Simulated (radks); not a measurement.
Charge is removed step by step from the 1s up level of neutral hydrogen, starting from 1s(up 1, down 0). Calculated with a radial shooting solver on a logarithmic mesh with Libxc functionals: non-relativistic Kohn-Sham, PBE, spin-polarised, spherical densities, point nucleus.

removed (e)  E - E(0) (eV)  eigenvalue (eV)
0                    0.000           -7.594
0.125                1.044           -9.116
0.25                 2.281          -10.689
0.375                3.717          -12.292
0.5                  5.354          -13.896
0.625                7.190          -15.454
0.75                 9.212          -16.873
0.875               11.392          -17.905

The mean slope of the eigenvalue, de/dn, is 11.8 eV per electron.
